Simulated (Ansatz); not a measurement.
Reaction (formal exchange of groups at a W–F bond): `[F][W](=[S])(=[S])[Cl]` + `NCN` → `[NH2][W](=[S])(=[S])[Cl]` + `NCF`

Calculated with Ansatz (gas phase, PBE0-D4/def2-TZVP geometries, no zero-point term in ΔE). CCSD(T)/CBS is the MP2 limit (def2-TZVPP, def2-QZVPP) plus CCSD(T) − MP2 in def2-TZVPP, frozen cores. Functionals use def2-TZVPP. Elements past krypton have def2 core potentials. For W outer-core shells are correlated without core-valence functions, which leaves a few kJ/mol of doubt a bond. Each species was taken in one conformer, which may not be the lowest.

**Question.** Is it downhill or uphill in electronic energy at CCSD(T)/CBS, and by how much? (Estimate.)

**Answer.** Computed: Uphill: ΔE = +1.4 kcal/mol.

**Question.** What do these levels give: revPBE-D4, CAM-B3LYP-D4, PBE0, LC-ωPBE, HF/CBS(def2), CCSD/CBS(def2)? (Estimate.)

**Answer.** The calculation gave: revPBE-D4 3.2, CAM-B3LYP-D4 1.7, PBE0 2.1, LC-ωPBE 3.0, HF/CBS(def2) 1.6, CCSD/CBS(def2) 1.3 kcal/mol.

Largest T1 diagnostic among the species: 0.022, so the coupled-cluster value is less sure than usual.

Leaving LDA and LC-ωPBE aside and taking each functional with its dispersion term where it has one, the values, not all of them listed here, spread over 3.4 kcal/mol, from BHLYP-D4 to B97M-V. LDA lies −1.6 kcal/mol from PBE without D4. From r2SCAN to r2SCAN0 (25 % exact exchange), in def2-TZVPP and without D4, ΔE moves by −1.0 kcal/mol.
